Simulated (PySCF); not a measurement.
# Unknown compound

Molecular formula: C$_{2}$H$_{10}$FNSi$_{3}$. Simulated spectra:

¹H NMR (300 MHz, computed): δ 7.15 (m, 1H), 5.04 (t, 2H), 4.34 (t, 2H), 4.29 (s, 3H), -0.07 (br s, 2H).

¹³C{¹H} NMR (computed): δ 169.4 (CH), 103.2 (C).

No relativistic terms, equivalent nuclei averaged, gas phase, single conformer. σ from GIAO-PBE0/pcSseg-1; geometry: GFN2-xTB; PySCF 2.14.0 with density-fitted response routines.

Shifts are taken against calculated references (same method and geometry level): ¹H and ¹³C against TMS.

Task: Deduce the structure.

Result: 
- Rings plus π bonds: 1 (no ring in the answer).
- 2 carbon signals for 2 carbons: no two carbons are equivalent.
- Carbon types of the structure: 1 × C, 1 × CH, leaving 9 H on heteroatoms.
- δC 169.4: alkene CH.
- δC 103.2: fully substituted alkene carbon; an sp2 carbon of a C=C bond.
- δH 7.15: hydrogen on an alkene CH; attached to an sp2 carbon and in the plane of the double bond.
- δH 5.04: hydrogen on a silicon bonded to N, Si.
- δH 4.34: hydrogen on a silicon bonded to C, Si.
- δH 4.29: hydrogen on a silicon bonded to C.
- δH -0.07: hydrogen on a nitrogen bonded to Si; labile proton, position sensitive to the medium.

These data were computed for `N[SiH2][SiH2]/C([SiH3])=C\F`.

The shifts were computed for this structure.

Exchangeable OH/NH protons stand at their gas-phase positions; hydrogen bonding in a real sample shifts them, mostly to higher δ. Splittings by ¹⁹F in the carbon and heteronuclear signals aren't shown, as no couplings were computed. Shifts are as computed. Against solution values, carbons near 30 ppm lie about +3 ppm off and those near 130 ppm about +5 ppm. Of 1211 compounds with measured shifts, 218 miss one by over three times the rms of a fit or turn the order of signals round; such compounds aren't used in these exercises. No couplings were computed; multiplicities are counted from neighbouring protons, with m where these are inequivalent, close in shift, in a saturated or five-membered ring or joined by F or P, and br s for small geminal =CH2 splittings.
